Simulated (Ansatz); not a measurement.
The cluster Mo₂O₆. The state is a singlet with charge 0. Geometry r2SCAN-D4/def2-SVP; atoms count from 1.

```csv
atom,x (Å),y (Å),z (Å)
Mo1,0.748,0.665,-0.505
Mo2,-1.460,-0.157,0.871
O3,0.236,0.813,-2.089
O4,2.586,0.199,-0.317
O5,1.717,-0.905,-0.052
O6,-2.534,-0.586,-0.366
O7,-0.867,-1.488,1.731
O8,-0.427,1.459,0.727
```

In the def2 sets Mo takes a core potential; there is no spin–orbit coupling. The structure holds one bond between oxygen atoms, so isomers without such links may lie far lower. The restricted singlet is unstable towards broken spin symmetry in Hartree–Fock (as tested in another run); at PBE0-D4/def2-TZVP this wasn't settled. Another isomer (singlet) lies 4.58 eV lower at PBE0-D4/def2-TZVP; other spin states weren't run for this one.

Q: Estimate the Mulliken populations from the PBE0/def2-TZVP orbitals of Ansatz.

A: 
| atom | charge (e) | d electrons |
| --- | --- | --- |
| Mo1 | 1.43 | 3.90 |
| Mo2 | 1.45 | 3.92 |
| O3 | -0.52 | – |
| O4 | -0.32 | – |
| O5 | -0.25 | – |
| O6 | -0.52 | – |
| O7 | -0.53 | – |
| O8 | -0.74 | – |
Mulliken values depend strongly on the basis.

Q: And the Mayer bond orders between heavy atoms (over 0.3)?

A: Mo1–Mo2 0.87 (2.73 Å); Mo1–O3 1.99 (1.67 Å); Mo1–O4 0.95 (1.90 Å); Mo1–O5 0.98 (1.90 Å); Mo1–O8 0.87 (1.88 Å); Mo2–O6 1.95 (1.69 Å); Mo2–O7 1.95 (1.69 Å); Mo2–O8 0.78 (1.92 Å); O4–O5 0.88 (1.43 Å).
